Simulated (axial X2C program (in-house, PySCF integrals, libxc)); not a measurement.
**InF: nuclear properties from DFT to coupled cluster**

Computed with an in-house all-electron X2C program for linear molecules (integrals from PySCF): two-component X2C with atomic mean-field Coulomb and Gaunt terms, Gaussian nuclei, basis In dyall-acv3z, F dyall-av3z with contracted cores.

R = 1.996 Å (near the PBE0 minimum at charge 0 of the determinant lowest at the starting distance; the state shown can have its own minimum elsewhere); state Ω = 0 (closed shell).

| level | qzz In (a.u.) | qzz F (a.u.) | μ (D) |
| --- | --- | --- | --- |
| PBE0 | -4.17 | 0.54 | -3.25 |
| HF | -4.40 | 0.53 | -3.28 |
| B3LYP | -4.09 | 0.49 | -3.33 |

qzz is the electric field gradient, eQq0 = 234.96 MHz × Q/barn × qzz; μ is positive if the F end (last atom) is positive. The operators were transformed with the bare-nucleus X2C matrices; with these basis sets, hyperfine constants and field gradients can be off by tens of per cent, and where levels differ in sign neither size nor sign is settled.

Finite-field MP2, CCSD and CCSD(T), with 20 electrons correlated in 130 natural virtual spinors (MP2 remainder added):

```tsv
level	qzz In (a.u.)	qzz F (a.u.)	μ (D)
MP2	-3.96	0.43	-3.59
CCSD	-4.02	0.48	-3.46
CCSD(T)	-3.95	0.46	-3.43
```

T1 = 0.016 (Lee–Taylor). One unrestricted determinant, the lowest of a limited PBE0 search, is the reference; the functionals treat spin collinearly. Correlation of the inner shells is missing, which matters for properties at the nucleus. Number of frozen shells: In 4 s, 3 p, 1 d; F 1 s.

Task: By how much does correlation change each value, CCSD(T) against HF?

Result: qzz In -10 %; qzz F -13 %; μ 5 %.
